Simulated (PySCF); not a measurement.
Fractional electron number in S(2+) (sulfur, charge +2)

The 3p alpha orbital of [Ne] 3s2 3p2 is emptied in steps (occupation f), with all orbitals relaxed, ending at [Ne] 3s2 3p1. All numbers are calculated (PySCF 2.14, the spin-free X2C one-electron Hamiltonian (Gaussian nucleus), in jorge-DZP-DKH). The exact energy is a straight line in f; departures are measured from the line between the end points of the same method.

| f | UHF (eV) | LDA (eV) | PBE (eV) | PBE0 (eV) | r2SCAN (eV) | LC-wPBE (eV) | BHandHLYP (eV) | wB97X (eV) | CAM-B3LYP (eV) | B3LYP (eV) |
| --- | --- | --- | --- | --- | --- | --- | --- | --- | --- | --- |
| 1 | 0.000 | 0.000 | 0.000 | 0.000 | 0.000 | 0.000 | 0.000 | 0.000 | 0.000 | 0.000 |
| 0.75 | 0.100 | -1.134 | -1.104 | -0.805 | -1.034 | -0.255 | -0.520 | -0.321 | -0.545 | -0.879 |
| 0.5 | 0.131 | -1.514 | -1.467 | -1.068 | -1.362 | -0.332 | -0.690 | -0.418 | -0.724 | -1.168 |
| 0.25 | 0.096 | -1.135 | -1.093 | -0.794 | -1.001 | -0.241 | -0.514 | -0.305 | -0.539 | -0.871 |
| 0 | 0.000 | 0.000 | 0.000 | 0.000 | 0.000 | 0.000 | 0.000 | 0.000 | 0.000 | 0.000 |

```tsv
method	E(f=0) − E(f=1) (eV)	−ε at f=1 (eV)	−ε at f=0.5 (eV)
UHF	34.121	34.663	34.112
LDA	34.859	28.827	34.855
PBE	34.824	28.932	34.851
PBE0	34.858	30.549	34.888
r2SCAN	34.991	29.433	35.078
LC-wPBE	35.005	33.622	35.042
BHandHLYP	34.681	31.900	34.696
wB97X	34.718	32.981	34.762
CAM-B3LYP	34.818	31.903	34.835
B3LYP	34.815	30.122	34.834
```

Orbital energy along the path (eV):

```json
{"f": "1", "UHF": "-34.663", "LDA": "-28.827", "PBE": "-28.932", "PBE0": "-30.549", "r2SCAN": "-29.433", "LC-wPBE": "-33.622", "BHandHLYP": "-31.900", "wB97X": "-32.981", "CAM-B3LYP": "-31.903", "B3LYP": "-30.122"}
{"f": "0.75", "UHF": "-34.380", "LDA": "-31.825", "PBE": "-31.890", "PBE0": "-32.724", "r2SCAN": "-32.271", "LC-wPBE": "-34.344", "BHandHLYP": "-33.301", "wB97X": "-33.887", "CAM-B3LYP": "-33.371", "B3LYP": "-32.478"}
{"f": "0.5", "UHF": "-34.112", "LDA": "-34.855", "PBE": "-34.851", "PBE0": "-34.888", "r2SCAN": "-35.078", "LC-wPBE": "-35.042", "BHandHLYP": "-34.696", "wB97X": "-34.762", "CAM-B3LYP": "-34.835", "B3LYP": "-34.834"}
{"f": "0.25", "UHF": "-33.858", "LDA": "-37.892", "PBE": "-37.776", "PBE0": "-37.009", "r2SCAN": "-37.768", "LC-wPBE": "-35.687", "BHandHLYP": "-36.069", "wB97X": "-35.566", "CAM-B3LYP": "-36.275", "B3LYP": "-37.163"}
{"f": "0", "UHF": "-33.616", "LDA": "-40.892", "PBE": "-40.591", "PBE0": "-39.032", "r2SCAN": "-40.157", "LC-wPBE": "-36.223", "BHandHLYP": "-37.397", "wB97X": "-36.311", "CAM-B3LYP": "-37.661", "B3LYP": "-39.417"}
```

Reference removal energy between the ground levels: 34.86 ± 0.04 eV (semi-empirical (NIST evaluation); NIST Atomic Spectra Database, ionization energies). The calculation has no spin-orbit coupling. UHF lacks correlation.
